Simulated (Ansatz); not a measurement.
A nudged elastic band was laid between two geometries of Cl2FGe2H3 + ClH (10 atoms, charge 0, multiplicity 1).

Level of theory: RKS PBE/def2-SVP (Ansatz).

* movable images: 7
* climbing image: yes
* spring: 5.0 eV/Å²
* optimiser: quadratic models (default)
* start path: through a guess of the saddle point
* force threshold: 0.05 eV/Å
* iteration limit: 60
* end points: relaxed

Image 0:

```xyz
10
Properties=species:S:1:pos:R:3
Ge 0.155 -0.083 -0.274
F -0.277 -0.681 1.353
Cl 2.281 0.308 -0.127
Ge -1.147 1.886 -0.924
H -2.610 1.448 -1.121
H -0.966 2.951 0.175
H -0.501 2.335 -2.258
Cl -0.152 -1.799 -1.561
Cl -2.821 0.841 2.208
H -1.757 0.084 2.076
```

Image 8:

```xyz
10
Properties=species:S:1:pos:R:3
Ge -0.209 -0.288 -0.294
F -1.219 1.485 2.054
Cl 1.788 -0.242 0.551
Ge -1.130 1.899 -0.904
H -2.649 1.837 -0.638
H -0.405 2.986 -0.092
H -0.846 2.034 -2.423
Cl -0.153 -1.645 -1.997
Cl -1.481 -1.353 1.192
H -1.493 0.576 2.099
```

What changes between the two ends?

Bonds broken: Ge1–F2, Cl9–H10. Bonds formed: Ge1–Cl9, F2–H10. Cl2FGe2H3 + ClH becomes Cl3Ge2H3 + FH.

Give the energies along the band, and the barrier.

The run converged. The highest image is number 4 of 0 to 8, 0.76 eV above the first end and 0.81 eV above the last; the last end lies 0.05 eV below the first. The profile has 2 maxima (images 4, 6) with wells between them (image 5): this band takes more than one step, which may be the mechanism or a detour left from its start path. A vibrational analysis at the climbing image gives one clearly imaginary mode, 166i cm⁻¹: a first-order saddle point. The orbitals stay closed-shell, which can raise the energy where a bond breaks towards radicals; this wasn't checked here.

```
image  path coordinate (Å)  energy (eV)  Ge1–F2 (Å)  Cl9–H10 (Å)  Ge1–Cl9 (Å)
    0                 0.00         0.00        1.79         1.31         3.98
    1                 0.68         0.00        1.79         1.31         3.87
    2                 1.35         0.04        1.79         1.32         3.56
    3                 2.03         0.32        1.84         1.36         3.02
    4                 2.71         0.76        2.10         1.70         2.56
    5                 4.80         0.19        3.50         2.17         2.21
    6                 6.90         0.23        4.05         2.27         2.21
    7                 8.99         0.11        3.32         2.20         2.22
    8                11.09        -0.05        3.11         2.13         2.23
```

What is the geometry of the highest image?


```xyz
10
Properties=species:S:1:pos:R:3:forces:R:3
Ge -0.340 0.067 -0.041 0.00 -0.01 0.00
F 0.018 -0.616 1.917 0.00 0.01 0.01
Cl 1.838 0.438 -0.077 0.00 0.00 0.00
Ge -1.194 2.140 -1.046 0.00 0.00 0.00
H -2.666 1.891 -1.441 0.00 0.00 0.00
H -1.060 3.215 0.055 0.00 0.00 0.00
H -0.294 2.466 -2.263 0.00 0.00 0.00
Cl -0.620 -1.832 -1.035 0.00 0.00 0.00
Cl -2.465 0.019 1.379 0.00 0.00 0.00
H -1.014 -0.499 2.097 0.01 0.00 -0.02
```

The band took 32 iterations and roughly 28 core-minutes.

Time of the run: 7.4 min on 4 threads of Arm Neoverse V1, with other jobs on the host, peak memory 0.26 GiB.
